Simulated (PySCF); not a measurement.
GeFCl2Br, SMILES [F][Ge]([Cl])([Cl])[Br].

Geometry: PBE-D3(BJ)/def2-SVP.

All values below come from PBE/def2-TZVP (PySCF).

Gas-phase values at a fixed geometry.

```yaml
total_energy: -5670.48204 hartree
point_group: Cs
highest_occupied_level: -7.99 eV
lowest_empty_level: -3.59 eV
orbital_gap: 4.40 eV
dipole_moment: 1.05 D
quadrupole, principal values (traceless, Buckingham form, about the centre of nuclear charge): -3.95, 0.98, 2.97 D·Å
mean_static_polarisability: 72.8 bohr³ (10.79 Å³)
polarisability_principal_values: 56.7, 76.6, 85.1 bohr³
```
